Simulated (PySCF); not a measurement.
O2Si, SMILES O=[Si]=O. Coordinates come from a ωB97X-D3(BJ)/def2-TZVP optimisation.

Question: Give the equilibrium geometry at ωB97X-D3(BJ)/def2-TZVP (PySCF confirms it by a frequency run) as bond lengths and angles, and its point group. (An estimate is asked for; the answer gives what the named calculation found.)

Answer: point group D∞h.
Atoms: O1 Si2 O3. Bonded distances (Å): O1–Si2 1.505, Si2–O3 1.505. Bond angles (°): O1–Si2–O3 180.0.
